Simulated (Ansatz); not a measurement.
Isolated molecules relaxed with PBE0-D4/def2-TZVP in Ansatz; ΔE leaves out vibrations. CCSD(T)/CBS adds triple-zeta CCSD(T) − MP2 to the extrapolated MP2 energy (def2 sets, frozen cores). DFT in def2-TZVPP. For Se outer-core shells are correlated without core-valence functions, which leaves a few kJ/mol of doubt a bond. Scalar relativity is left out up to krypton. One conformer a species, not always the lowest.

Consider the redistribution: `[F][AlH][SeH]` + `CO[SiH](O)F` → `C[O][AlH][SeH]` + `O[SiH](F)F`.

`[F][AlH][SeH]`:

Cartesian coordinates in Å:
```
F 1.929 -0.004 1.017
Al 0.427 -0.282 0.404
Se -0.382 1.320 -1.039
H -0.352 -1.580 0.817
H -1.622 0.546 -1.200
```

`CO[SiH](O)F`:

Z-matrix (Å, degrees):
```
C
O 1 1.412
H 1 1.091 2 108.1
H 1 1.095 2 111.2 3 -119.0
H 1 1.094 2 111.3 3 119.4
Si 2 1.623 1 125.5 3 -176.0
F 6 1.595 2 107.9 1 49.5
O 6 1.619 2 108.8 1 170.5
H 6 1.471 2 114.0 1 -68.9
H 8 0.958 6 118.6 2 -39.6
```

`C[O][AlH][SeH]`:

Cartesian coordinates in Å:
```
C 1.251 -0.692 0.136
O 0.714 0.452 -0.455
Al -0.776 1.215 -0.581
Se -2.660 0.318 0.434
H 2.012 -0.413 0.872
H 0.493 -1.299 0.647
H 1.728 -1.318 -0.625
H -0.875 2.550 -1.401
H -1.889 -0.812 0.972
```

`O[SiH](F)F`:

Z-matrix (Å, degrees):
```
Si
F 1 1.584
F 1 1.584 2 105.5
O 1 1.614 2 111.2 3 -120.7
H 1 1.463 2 110.2 3 118.9
H 4 0.958 1 120.9 2 58.5
```

```csv
level,ΔE (kcal/mol)
PBE-D4,2.0
ωB97X-V,2.3
HF/def2-TZVPP,2.1
SCS-MP2/def2-QZVPP,2.1
```

What does CCSD(T)/CBS give? (Estimate.)

Computed: +2.3 kcal/mol. The listed levels differ from it by -0.3, 0.0, -0.2, -0.2 kcal/mol.

Largest T1 diagnostic among the species: 0.011.
